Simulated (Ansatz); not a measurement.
Species: C7H13, charge 0, multiplicity 2. It need not be the lowest isomer of its formula. 
Geometry from a B3LYP-D3(BJ)/def2-TZVP (Ansatz, a first-principles code) optimisation:
```xyz
20

C     -2.5565    -0.2422    -0.7256
C     -1.1962    -0.0812    -0.1602
C     -0.8172     0.9852     0.8216
C      0.7200     1.0223     0.7634
C      1.1287    -0.3951     0.3289
C      2.5438    -0.5018    -0.2180
C      0.0201    -0.7831    -0.6674
H     -2.7317    -1.2623    -1.0778
H     -2.7268     0.4210    -1.5896
H     -3.3309     0.0013     0.0074
H     -1.1664     0.7338     1.8348
H     -1.2702     1.9564     0.5880
H      1.1830     1.3246     1.7041
H      1.0422     1.7351    -0.0025
H      1.0362    -1.0541     1.1998
H      3.2826    -0.2045     0.5296
H      2.6705     0.1470    -1.0890
H      2.7760    -1.5235    -0.5268
H      0.2929    -0.4332    -1.6792
H     -0.1129    -1.8672    -0.7551
```
Charge 0, spin multiplicity 2.

Parts of the frozen-core correlation energy in cc-pVDZ (Ansatz, hartree). Frozen orbitals: 7; correlated occupied orbitals by spin: 21 and 20; virtual: 135 and 136. UHF or UKS for open shells. Spin-orbit coupling is left out. No relativistic terms.

```json
[
 {"term": "reference (HF)", "value": "-272.63393"},
 {"term": "MP2 opposite-spin", "value": "-0.73746"},
 {"term": "MP2 same-spin", "value": "-0.22972"},
 {"term": "CCSD correlation", "value": "-1.05617"},
 {"term": "(T)", "value": "-0.03353"},
 {"term": "T1 diagnostic", "value": "0.009"},
 {"term": "largest doubles amplitude", "value": "0.014"},
 {"term": "<S^2> of the reference", "value": "0.765"}
]
```
